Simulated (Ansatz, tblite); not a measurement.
Isomers of Zn$_{3}$Se$_{3}$⁺ (doublet), found by a short tight-binding search and relaxed with PBE-D4/def2-SVP in Ansatz.

The xTB rows come from tblite. LC-ωPBE has ω = 0.4 bohr⁻¹. Correlated methods freeze 54 core orbitals; core or outer-core shells of Se are correlated, in sets that lack core-valence functions.

Run but left out: HF/STO-3G (A: ⟨S²⟩ 4.35, where a pure state has 0.75).

A: At PBE-D4/def2-SVP, r2SCAN-D4/def2-SVP the gap within one spin of the charge 1 doublet nearly closes, so an electron or hole may be smeared out by delocalisation error. At r2SCAN-D4/def2-SVP the charge 1 doublet is spin-contaminated (final ⟨S²⟩ up to 0.83, 0.75 for a pure state).

Other spin states weren't relaxed.

A:

```xyz
6

Zn   -0.591    0.158   -0.036
Zn    3.287   -1.163   -0.674
Zn   -3.281    0.150    2.126
Se   -0.166   -0.406   -2.261
Se   -1.001    0.612    2.180
Se    1.751    0.650   -1.335
```

B:

```
atom    x (Å)    y (Å)    z (Å)
 Zn1  -0.2214   1.4115   0.1114
 Zn2   0.9430  -1.0226  -0.5629
 Zn3  -0.1859  -0.7403   2.9328
 Se4   1.5245   0.3039   1.3708
 Se5  -0.1950  -0.6183  -2.5284
 Se6  -1.8651   0.6658  -1.3236
```

C:

```xyz
6

Zn   -0.2344   -1.2872    0.7164
Zn    3.0534    0.5474    0.4538
Zn   -1.4298    0.0571   -1.2617
Se    0.6204    0.8717    1.4004
Se   -0.4939    2.0475   -0.3770
Se   -1.5157   -2.2365   -0.9319
```

D:

```csv
atom,x (Å),y (Å),z (Å)
Zn1,-1.764,-0.531,-0.354
Zn2,1.232,0.539,0.242
Zn3,-1.121,1.759,-0.304
Se4,1.420,-1.856,0.371
Se5,-0.684,-2.726,-0.045
Se6,0.917,2.814,0.089
```

E:

Cartesian coordinates in Å:
```
Zn -0.303 -1.449 -3.085
Zn -0.524 1.274 1.445
Zn -0.275 -0.248 -0.901
Se 1.581 -1.129 0.523
Se 1.346 0.135 2.442
Se -1.825 1.417 -0.424
```

Task: Estimate their order by electronic energy at PBE0-D4/def2-SVP, counted from the lowest.

Result: E (0.00) < C (0.09) < D (0.12) < B (0.24) < A (1.61), in eV.

Task: Do the other levels pick the same lowest one?

Result: Not HF/def2-SVP, r2SCAN-D4/def2-SVP, LC-ωPBE/def2-SVP, MP2/def2-SVP. Energies above each level's lowest (eV):

| level | A | B | C | D | E |
| --- | --- | --- | --- | --- | --- |
| GFN1-xTB | 1.20 | 0.93 | 0.46 | 0.46 | 0.00 |
| GFN2-xTB | 0.89 | 0.73 | 0.55 | 0.58 | 0.00 |
| HF/def2-SVP | 1.61 | 0.18 | 0.00 | 0.61 | 0.37 |
| PBE-D4/def2-SVP | 1.43 | 0.39 | 0.22 | 0.07 | 0.00 |
| r2SCAN-D4/def2-SVP | 1.53 | 0.30 | 0.16 | 0.00 | 0.03 |
| PBE0-D4/def2-SVP | 1.61 | 0.24 | 0.09 | 0.12 | 0.00 |
| BHLYP-D4/def2-SVP | 1.72 | 0.18 | 0.01 | 0.22 | 0.00 |
| LC-ωPBE/def2-SVP | 1.94 | 0.16 | 0.00 | 0.06 | 0.05 |
| RPA@PBE/def2-SVP | 1.21 | 0.34 | 0.22 | 0.32 | 0.00 |
| MP2/def2-SVP | 1.76 | 0.14 | 0.00 | 0.21 | 0.02 |
Point groups (tolerance 0.1 Å): A not assigned, B not assigned, C not assigned, D Cs, E Cs. Lower isomers may exist.
